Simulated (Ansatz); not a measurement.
A made-up structure of CH4BSn (charge -1), closed shell:

| atom | x (Å) | y (Å) | z (Å) |
| --- | --- | --- | --- |
| C1 | -0.7604 | -0.6734 | -0.1596 |
| B2 | -1.7372 | -1.5381 | -0.3650 |
| Sn3 | 0.8269 | 0.7321 | 0.1737 |
| H4 | -2.5879 | -2.2911 | -0.5437 |
| H5 | 1.0233 | 1.9775 | -1.0219 |
| H6 | 0.7432 | 1.6632 | 1.6384 |
| H7 | 2.4343 | 0.0788 | 0.2659 |

It is relaxed with PBE-D4/def2-SVPD and then PBE0-D4/def2-TZVPD (Ansatz 0.2.0). Atoms count as bonded within 1.22 times the sum of their covalent radii (H–H: 0.88 Å). The end point is not checked to be a true minimum.

Problem. Does its bonding change? (Judge from chemistry; the calculation decides.)

Solution. The calculation gives: No: no bond forms or breaks.

Where it ends: The first stage lowers the energy by 0.18 eV in 5 steps. It ends as CH₄BSn ([BH][C][SnH3]), total charge -1:
```csv
atom,x (Å),y (Å),z (Å)
C1,-0.6914,-0.6122,-0.1451
B2,-1.6753,-1.4833,-0.3519
Sn3,0.7946,0.7035,0.1669
H4,-2.5517,-2.2592,-0.5361
H5,0.9748,1.9450,-1.0442
H6,0.6918,1.6275,1.6421
H7,2.3995,0.0276,0.2561
```

Labels in which every atom is bracketed show which atoms are joined, not bond orders.

For scale, one of the runs: PBE0-D4/def2-TZVPD relaxation, 166 basis functions, launched by `ansatz run in.yaml --threads 2 --pin off --events-out ev --progress --plain --max-ram 4352MiB`. The run took about 16 s on 2 CPU threads of an Arm Neoverse V2 (shared host).
